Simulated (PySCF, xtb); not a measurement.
InF, SMILES [In][F] (connectivity only; charge and spin as stated), neutral, multiplicity 1.

Harmonic wavenumbers (cm⁻¹) from GFN2-xTB run with xtb at its own minimum, in rising order: 337.

What does B3LYP-D3(BJ)/def2-TZVP (PySCF) give at its own minimum? (Estimate from the structure and the level; the computed values follow.)

515. Paired by order, the mean absolute difference is 177 cm⁻¹ and the zero-point energies are 0.5 and 0.7 kcal/mol.
